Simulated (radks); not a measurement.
Results of a calculation; reference values are marked as such.
Charge is removed step by step from the 3d up level of the manganese ion Mn3+, starting from [Ar] 3d(up 4, down 0). Code: a radial shooting solver on a logarithmic mesh with Libxc functionals. Model: non-relativistic Kohn-Sham, PBEsol, spin-polarised, spherical densities, point nucleus.

\begin{tabular}{lrrr}
removed (e) & E - E(0) (eV) & eigenvalue (eV) & E minus straight line (eV) \\ \hline
0 & 0.000 & -43.063 & 0.000 \\
0.25 & 11.345 & -47.721 & -1.809 \\
0.5 & 23.872 & -52.523 & -2.435 \\
0.75 & 37.618 & -57.463 & -1.844 \\
1 & 52.615 & -62.537 & 0.000 \\
\end{tabular}

Removing the whole electron costs 52.615 eV by Delta-SCF, against 43.063 eV from minus the eigenvalue at the starting occupation. Slater's transition state (half an electron removed) gives 52.523 eV. Integrating minus the eigenvalue over the occupation (Janak's theorem) gives 52.615 eV. The mean slope of the eigenvalue, de/dn, is 19.5 eV per electron. Ionisation energy of Mn3+ in the NIST Atomic Spectra Database: 51.2 eV (semi-empirical).
